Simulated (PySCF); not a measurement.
## Dipole response of Se⁺ (selenium, charge +1)

[Ar] 3d10 4s2 4p3, high-spin 4S determinant. Computed with PySCF 2.14 in def2-TZVPPD (7s6p5d1f, 57 functions), with the non-relativistic Hamiltonian (point nucleus). Coupled (time-dependent) response in atomic units; α is the mean over directions.

| method | mean α (bohr³) | C₆ (like pair) | S(−4) |
| --- | --- | --- | --- |
| UHF | 14.40 | 88.28 | 50.33 |
| PBE | 14.51 | 88.83 | 51.76 |
| PBE0 | 14.32 | 87.49 | 49.47 |
| HSE06 | 14.35 | 87.71 | 49.64 |

S(−4) is the Cauchy moment in α(ω) = α(0) + S(−4) ω² + …

α(iu) at PBE:

| u (hartree) | α(iu) (bohr³) |
| --- | --- |
| 0 | 14.51 |
| 0.0500 | 14.39 |
| 0.100 | 14.02 |
| 0.200 | 12.74 |
| 0.300 | 11.10 |
| 0.500 | 7.981 |
| 0.750 | 5.273 |
| 1.00 | 3.640 |
| 1.50 | 1.996 |
| 2.00 | 1.260 |
| 3.00 | 0.6420 |
| 5.00 | 0.2661 |

For an ion, C₆ is the dispersion term alone; charge-induced terms of lower order in 1/R come first.
